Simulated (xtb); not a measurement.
In(Me)2 (C2H6In), SMILES [CH3][In+][CH3], charge +1. All values are semi-empirical tight-binding results from xtb (GFN2-xTB unless named), good for trends rather than for accurate numbers. Geometry: GFN2-xTB. The multiplicity is an assumed one; other spin states were not compared. The isomer is the one that the SMILES or the coordinates give; other isomers of the formula were not compared.

The geometry has at least one imaginary mode, so it is a saddle point at that level.

For metal compounds this method's bond lengths and energies can be far off.

Task: Estimate the properties. (Estimate from the structure and the level; the computed values follow.)

Result: 
```
Property                       Value
---------------------------  -------
point group as xtb finds it      D3d
orbital gap                  2.57 eV
```
